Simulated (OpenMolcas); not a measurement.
## Cr I: input and output

Input:

```
&GATEWAY
Coord
1

Cr 0.0 0.0 0.0
Basis=ANO-RCC-VDZP
Group=XYZ
NoMove
AngMom=0.0 0.0 0.0
AMFI
&SEWARD
&RASSCF
FileOrb=start.orb
Symmetry=1
Spin=7
nActEl=6 0 0
Inactive=3 6
Ras2=6 0
CIRoot=1 1 1
SDav=1
CIMx=300
Iter=120 100
PrWF=0.3
OrbListing=Nothing
MaxOrb=0
Atom
>>> COPY $Project.JobIph JOB001
&RASSCF
FileOrb=start.orb
Symmetry=1
Spin=5
nActEl=6 0 0
Inactive=3 6
Ras2=6 0
CIRoot=23 23 1
SDav=35
CIMx=300
Iter=120 100
PrWF=0.3
OrbListing=Nothing
MaxOrb=0
Atom
>>> COPY $Project.JobIph JOB002
&RASSCF
FileOrb=start.orb
Symmetry=1
Spin=3
nActEl=6 0 0
Inactive=3 6
Ras2=6 0
CIRoot=9 9 1
SDav=189
CIMx=300
Iter=120 100
PrWF=0.3
OrbListing=Nothing
MaxOrb=0
Atom
>>> COPY $Project.JobIph JOB003
&RASSI
NrOfJobIphs=3 1 23 9
1
1 2 3 4 5 6 7 8 9 10 11 12 13 14 15 16 17 18 19 20 21 22 23
1 2 3 4 5 6 7 8 9
IphNames
JOB001
JOB002
JOB003
EJob
SpinOrbit
DIPRint=1.0
SOCoupling=1000.0
Subsets=2
MEES
Property=10
'ANGMOM' 1 'ANGMOM' 2 'ANGMOM' 3 'MLTPL  1' 1 'MLTPL  1' 2 'MLTPL  1' 3
'AMFI' 1 'AMFI' 2 'AMFI' 3 'MLTPL  2' 6
SOProperty=3
'ANGMOM' 1 'ANGMOM' 2 'ANGMOM' 3
```

Launched by
```bash
OMP_NUM_THREADS=1 MOLCAS_MEM=1689 MOLCAS_PROJECT=a pymolcas a.inp > a.log  # once for each step of the input, in one work folder
```

A driver script runs the steps one by one and writes start.orb anew before each from the orbitals found so far.

Output, cut to the results:

```
--- SEWARD ---
Basis set label: CR.ANO-RCC...5S4P2D1F.

      Electronic valence basis set:
      ------------------
      Associated Effective Charge  24.000000 au
      Associated Actual Charge     24.000000 au
      Nuclear Model: Point charge

      Shell  nPrim  nBasis  Cartesian Spherical Contaminant
         s      21       5        X
         p      15       4        X
         d      10       2                 X
         f       6       1                 X
                  Relativistic Douglas-Kroll-Hess integrals:
                    - DKH order of Hamiltonian: 2
                    - DKH order of Properties : 0
                  Atomic mean-field integrals
--- RASSCF ---
Wave function specifications:
      -----------------------------

      Number of closed shell electrons          18
      Number of electrons in active shells       6
      Max number of holes in RAS1 space          0
      Max nr of electrons in RAS3 space          0
      Number of inactive orbitals                9
      Number of active orbitals                  6
      Number of secondary orbitals              19
      Spin quantum number                      3.0
      State symmetry                             1
Orbital specifications:
      -----------------------

      Symmetry species                           1   2
                                                ag  au
      Frozen orbitals                            0   0
      Inactive orbitals                          3   6
      Active orbitals                            6   0
      RAS1 orbitals                              0   0
      RAS2 orbitals                              6   0
      RAS3 orbitals                              0   0
      Secondary orbitals                         6  13
      Deleted orbitals                           0   0
      Number of basis functions                 15  19
      Number of CSFs                             1
      Number of root(s) required                 1
      Iter CI   SX   CI       RASSCF       Energy    max ROT     max BLB   max BLB  Level Ln srch  Step   QN
          iter iter root      energy       change     param      element    value   shift minimum  type update
 Nr of preliminary CI iterations:   1
      Total energies have been shifted. Add                -1000.00 au
        1   1    2    1   -49.64933022    0.00E+00   1.31E-07    3  10 1  2.69E-07   0.00   0.00    SX    NO
        2   1    1    1   -49.64933022   -2.05E-12   0.00E+00    6  10 2 -3.89E-08   0.00   0.00    SX    NO
        3   1    1    1   -49.64933022    1.36E-12   0.00E+00    6  10 2 -3.89E-08   0.00   0.00    SX    NO
        4   1    1    1   -49.64933022    0.00E+00   0.00E+00    6  10 2 -3.89E-08   0.00   0.00    SX    NO
      Convergence after  4 iterations
        5   1    1    1   -49.64933022   -1.14E-12   0.00E+00    6  10 2 -3.89E-08   0.00   0.00    SX    NO
      Natural orbitals and occupation numbers for root  1
      sym 1:   1.000000   1.000000   1.000000   1.000000   1.000000   1.000000
::    RASSCF root number  1 Total energy:  -1049.64933022
--- RASSCF ---
Wave function specifications:
      -----------------------------

      Number of closed shell electrons          18
      Number of electrons in active shells       6
      Max number of holes in RAS1 space          0
      Max nr of electrons in RAS3 space          0
      Number of inactive orbitals                9
      Number of active orbitals                  6
      Number of secondary orbitals              19
      Spin quantum number                      2.0
      State symmetry                             1
Orbital specifications:
      -----------------------

      Symmetry species                           1   2
                                                ag  au
      Frozen orbitals                            0   0
      Inactive orbitals                          3   6
      Active orbitals                            6   0
      RAS1 orbitals                              0   0
      RAS2 orbitals                              6   0
      RAS3 orbitals                              0   0
      Secondary orbitals                         6  13
      Deleted orbitals                           0   0
      Number of basis functions                 15  19
      Number of CSFs                            35
      Number of root(s) required                23
      Iter CI   SX   CI       RASSCF       Energy    max ROT     max BLB   max BLB  Level Ln srch  Step   QN
...
--- RASSI ---
SPIN-FREE ENERGIES:
  (Shifted by EMIN (a.u.) =      -1049.6493302234)

 SF State       Relative EMIN(au)   Rel lowest level(eV)    D:o, cm**(-1)      L_eff

     1             0.0000000000        0.0000000000              0.0000         0.0
     2             0.0553043787        1.5049088107          12137.9081         0.0
     3             0.0946321066        2.5750708034          20769.3467         2.0
     4             0.0946321066        2.5750708034          20769.3467         2.0
     5             0.0946321066        2.5750708034          20769.3467         2.0
     6             0.0946321066        2.5750708034          20769.3467         2.0
     7             0.0946321066        2.5750708034          20769.3467         2.0
     8             0.1270066046        3.4560257737          27874.7277         4.0
     9             0.1270066046        3.4560257737          27874.7277         4.0
    10             0.1270066046        3.4560257737          27874.7277         4.0
    11             0.1270066046        3.4560257737          27874.7277         4.0
    12             0.1270066046        3.4560257737          27874.7277         4.0
    13             0.1270066046        3.4560257737          27874.7277         4.0
    14             0.1270066046        3.4560257737          27874.7277         4.0
    15             0.1270066046        3.4560257737          27874.7277         4.0
    16             0.1270066046        3.4560257737          27874.7277         4.0
    17             0.1447074075        3.9376891577          31759.6049         1.0
    18             0.1447074075        3.9376891577          31759.6049         1.0
    19             0.1447074075        3.9376891577          31759.6049         1.0
    20             0.1566371568        4.2623141749          34377.8823         2.0
    21             0.1566371568        4.2623141749          34377.8823         2.0
...
```

Levels above the lowest, from the spin-orbit matrix, grouped by J:

```csv
Configuration,Term,J,E (cm-1),Measured (cm-1),g,Term weight %
3d5 4s,7S,3,0.0,0.0,2.002,100
3d5 4s,5S,2,12143,7593,2.002,100
3d4 4s2,5D,0,20470,7751,,100
3d4 4s2,5D,1,20521,7811,1.501,100
3d4 4s2,5D,2,20623,7927,1.501,100
3d4 4s2,5D,3,20776,8095,1.501,100
3d4 4s2,5D,4,20980,8308,1.501,100
3d5 4s,5G,4,27881,20524,1.150,100
3d5 4s,5G,5,27881,20524,1.267,100
3d5 4s,5G,3,27881,20521,0.916,100
3d5 4s,5G,6,27881,20520,1.334,100
3d5 4s,5G,2,27881,20517,0.332,100
```

Against the 11 measured excited levels shown (NIST Handbook of Basic Atomic Spectroscopic Data) the mean absolute deviation is 9500 cm-1; the largest miss in energy is 3d4 4s2 5D0: computed 20470, measured 7751 cm-1 (+164.1 %).

Without dynamic correlation excited terms often stand tens of per cent too high (terms of higher spin than the ground term too low), and those without a measured partner can miss by more than the paired ones. A single d shell beside an s shell can misplace configurations of different d count against each other. Measured partners are found by configuration, term and J. A level has none where our copy of the source lacks it or the pairing is in doubt (some pairs that miss far off the trend of their configuration count as doubtful), and it then counts in no deviation. Levels of configurations outside the active space are missing. The first state left out of the spin-orbit step lies near 37000 cm-1 above the lowest spin-free state of the reference (among the parities and spins computed), and the list stops at four fifths of that energy or lower.

The term weight is that of the spin-free term in the level, not the purity of its configuration.
